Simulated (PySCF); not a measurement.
Dissociation curve of SiCl, doublet.

Levels: CASSCF(11,8)/cc-pVTZ (PySCF); UKS-B3LYP/6-31G* = unrestricted B3LYP/6-31G*, spherical d (PySCF); UKS-B3LYP/6-311+G** = unrestricted B3LYP/6-311+G**, spherical d (PySCF); UCCSD = CCSD on UHF/cc-pVTZ, 10 core orbitals frozen (PySCF 2.14.0); UKS-BHandHLYP = unrestricted BHandHLYP/cc-pVTZ run with PySCF 2.14.0.

Energies are in kcal/mol, each relative to the lowest point of its own curve near equilibrium.

```csv
R / Å,"CASSCF(11,8)",UKS-B3LYP/6-31G*,UKS-B3LYP/6-311+G**,UCCSD,UKS-BHandHLYP
1.65,74.3,75.4,73.0,72.5,69.9
1.74,40.0,40.9,39.4,38.4,36.9
1.88,11.5,12.1,11.5,10.5,9.9
1.94,5.4,5.8,5.5,4.7,4.4
2.00,1.8,2.1,2.0,1.4,1.3
2.07,0.1,0.2,0.2,0.0,0.0
2.10,0.0,0.0,0.0,0.0,0.1
2.17,0.9,0.7,0.7,1.3,1.3
2.26,3.7,3.4,3.2,4.7,4.7
2.37,9.0,8.4,7.9,10.6,10.4
2.57,20.9,19.8,18.8,23.7,23.1
2.78,34.3,32.5,30.9,38.2,37.1
```

At the longest distance, 2.78 Å, UCCSD lies highest above its minimum (38.2 kcal/mol) and UKS-B3LYP/6-311+G** lowest (30.9 kcal/mol).

The scan ran from 1.65 to 8.25 Å; beyond the distances shown one of the unrestricted levels run for this scan, shown here or not, changes its spin distribution in one step.
